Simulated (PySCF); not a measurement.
**How methods differ on the excitation energy of Sb**

Sb [Kr] 4d10 5s2 5p3 (4S) → Sb [Kr] 4d10 5s1 5p3 6s1 (6S), as a difference of total energies. All numbers are calculated (PySCF 2.14, a scalar-relativistic core potential, in aug-cc-pwCVDZ-PP with ECP28MDF (6s5p4d1f, 48 functions)). Correlated levels: valence: 4s2 4p6 4d10 frozen. The calculations carry no spin-orbit coupling.

| method | excitation energy (eV) |
| --- | --- |
| UHF | 9.806 |
| MP2 (valence) | 10.641 |
| SCS-MP2 (valence) | 10.970 |
| CCSD (valence) | 10.804 |
| CCSD(T) (valence) | 10.829 |

**Question.** How much does correlation contribute at CCSD(T) (valence)?

**Answer.** 10.829 − (9.806) = 1.023 eV, measured against UHF.

The upper state lies above the first ionisation limit, but in LS coupling its spin forbids autoionisation to the ground ion; at this Z spin-orbit coupling breaks that rule. A Rydberg-like electron needs more diffuse functions than a valence basis has.

The promoted electron is Rydberg-like, and one or two diffuse shells describe it only roughly, which tends to raise the upper state.
